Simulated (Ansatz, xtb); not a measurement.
**Two isomers of C7H7ClO**

We compare X, `Cc1cc(O)cc(Cl)c1`, a singlet, with Y, `CC1=C(C=O)CC(Cl)=C1`, a singlet. Both are isolated molecules in the gas phase, relaxed with B3LYP-D3(BJ)/def2-SVP; the shapes shown needn't be the lowest conformers.

X (Å):

```yaml
atoms:
  - { symbol: C, position_ang: [0.6610, -2.2175, 0.0587] }
  - { symbol: C, position_ang: [-0.1098, -0.9371, -0.1428] }
  - { symbol: C, position_ang: [-0.0072, -0.2311, -1.3454] }
  - { symbol: C, position_ang: [-0.6943, 0.9767, -1.5252] }
  - { symbol: C, position_ang: [-1.4964, 1.4909, -0.4985] }
  - { symbol: C, position_ang: [-1.5928, 0.7757, 0.6964] }
  - { symbol: C, position_ang: [-0.9149, -0.4270, 0.8888] }
  - { symbol: Cl, position_ang: [-2.5984, 1.4108, 1.9800] }
  - { symbol: O, position_ang: [-0.5520, 1.6102, -2.7164] }
  - { symbol: H, position_ang: [0.1494, -2.8893, 0.7637] }
  - { symbol: H, position_ang: [0.8035, -2.7551, -0.8905] }
  - { symbol: H, position_ang: [1.6630, -2.0086, 0.4718] }
  - { symbol: H, position_ang: [0.6065, -0.6055, -2.1670] }
  - { symbol: H, position_ang: [-1.0742, 2.4230, -2.7151] }
  - { symbol: H, position_ang: [-2.0420, 2.4286, -0.6229] }
  - { symbol: H, position_ang: [-1.0164, -0.9604, 1.8346] }
```

Y (Å):

```tsv
atom	x (Å)	y (Å)	z (Å)
C	0.4611	-1.9321	0.1395
C	-0.2695	-0.6328	0.0211
C	-0.5265	0.1095	-1.1056
C	-0.1518	-0.1800	-2.4803
C	-1.2963	1.3462	-0.7266
C	-1.4340	1.1956	0.7570
C	-0.8402	0.0531	1.1812
Cl	-2.2501	2.3559	1.7330
O	-0.4225	0.5384	-3.4251
H	-0.1918	-2.7004	0.5869
H	0.8202	-2.3066	-0.8273
H	1.3287	-1.8246	0.8121
H	0.4184	-1.1310	-2.6349
H	-0.7630	2.2732	-1.0008
H	-2.2772	1.4011	-1.2303
H	-0.7908	-0.3039	2.2098
```

Problem. Estimate which is lower in electronic energy at CCSD(T)/def2-SVP + ΔMP2/def2-TZVPP, and by roughly how much.

Solution. The CCSD(T)/def2-SVP + ΔMP2/def2-TZVPP calculation puts structure X lower, by 22.8 kcal/mol.

The same difference at several levels:

```csv
level,geometry,E(Y) − E(X) (kcal/mol),departure from the last row (kcal/mol),"job, with rough time for the two"
GFN2-xTB,GFN2-xTB,+25.7,+2.8,"optimisation, 0.12 s"
HF/STO-3G,GFN2-xTB,+31.0,+8.2,"single point, 0.5 s"
r2SCAN-D4/def2-SVP,GFN2-xTB,+23.7,+0.8,"single point, 4.9 s"
B3LYP-D3(BJ)/def2-SVP,B3LYP-D3(BJ)/def2-SVP,+23.6,+0.8,"optimisation, 34 s"
HF/def2-SVP,B3LYP-D3(BJ)/def2-SVP,+23.2,+0.4,part of the CCSD(T) run
MP2/def2-SVP,B3LYP-D3(BJ)/def2-SVP,+23.2,+0.3,part of the CCSD(T) run
CCSD(T)/def2-SVP,B3LYP-D3(BJ)/def2-SVP,+19.9,−3.0,single point
CCSD(T)/def2-SVP + ΔMP2/def2-TZVPP,B3LYP-D3(BJ)/def2-SVP,+22.8,,"single point, 2.8 min"
```

As drawn, Y has 4 C–C, 2 C=C, 1 C=O, 1 C–H in place of 6 C∷C, 1 C–O, 1 O–H (∷ is an aromatic bond). Structure X has a 6-membered ring (with an aromatic ring), Y a 5-membered ring.

The levels shown agree on the order. The largest departure from CCSD(T)/def2-SVP + ΔMP2/def2-TZVPP is that of HF/STO-3G, 8.2 kcal/mol. The last row adds to CCSD(T) the change of the MP2 difference between the two basis sets, here +3.0 kcal/mol.

With thermal terms from frequencies at re-optimised GFN2-xTB minima (ideal gas, soft modes damped towards free rotors, one conformer each, 298.15 K, 1 atm): on the last row, ΔE + ΔZPE = +21.7, ΔH = +22.0, ΔG = +21.2 kcal/mol.

The correlated steps freeze 13 core orbitals. Programs: Ansatz 0.2.0, xtb 6.7.1; the last row on 4 threads of Arm Neoverse V2 on a shared host.
